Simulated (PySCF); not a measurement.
Ge(OH) (GeHO), SMILES [OH][Ge] (connectivity only; charge and spin as stated), neutral, multiplicity 2. The structure is a stationary point at PBE-D3(BJ)/def2-TZVP.

The numbers are results of PBE-D3(BJ)/def2-TZVP (PySCF), not measurements.

Harmonic wavenumbers (cm⁻¹): 647, 766, 3689. Rotational constants (GHz): 683.0, 10.83, 10.66; symmetry number 1.

Task: Work out the zero-point energy and the ideal-gas rigid-rotor harmonic-oscillator thermochemistry at 298.15 K and 1 atm.

Result: ZPE = ½ Σ hcν = ½ × 5101 cm⁻¹ = 7.29 kcal/mol. H − E(el) = 9.80 kcal/mol. Entropy in cal/(mol K): translation 39.39, rotation 18.95, vibration 0.61, spin 1.38, total 60.33. G − E(el) = -8.18 kcal/mol. Cp = 9.59 cal/(mol K).
